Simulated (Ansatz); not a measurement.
Z-matrix (Å, degrees):
```
Si
C 1 1.872
H 1 1.487 2 108.8
H 1 1.486 2 110.7 3 119.9
H 1 1.487 2 108.9 3 -119.5
O 2 1.465 1 115.7 3 -54.5
Ge 2 1.895 1 122.2 3 19.1
H 2 1.093 1 117.2 3 168.2
Cl 7 2.129 2 119.6 1 160.4
H 7 1.520 2 129.0 1 -15.4
```

Total charge 0; spin multiplicity 1.

(1) List the r2SCAN/def2-TZVPP orbital energies in eV (Ansatz). (Estimate.)

## Answers

(1) Ansatz gave: Occupied: -10835.65, -2753.70, -1791.11, -1350.68, -1200.75, -1200.74, -1200.70, -516.06, -274.86, -255.07, -193.63, -193.47, -193.46, -168.94, -141.60, -118.67, -118.65, -118.55, -96.46, -96.45, -96.44, -32.10, -31.96, -31.90, -31.86, -31.84, -26.45, -21.61, -17.05, -14.33, -13.68, -11.65, -10.80, -10.35, -9.59, -9.00, -8.93, -8.80, -8.41, -6.83, -6.53. Lowest empty: -1.99, -1.01, 0.01, 0.58, 0.75, 0.92, 1.76, 2.12.
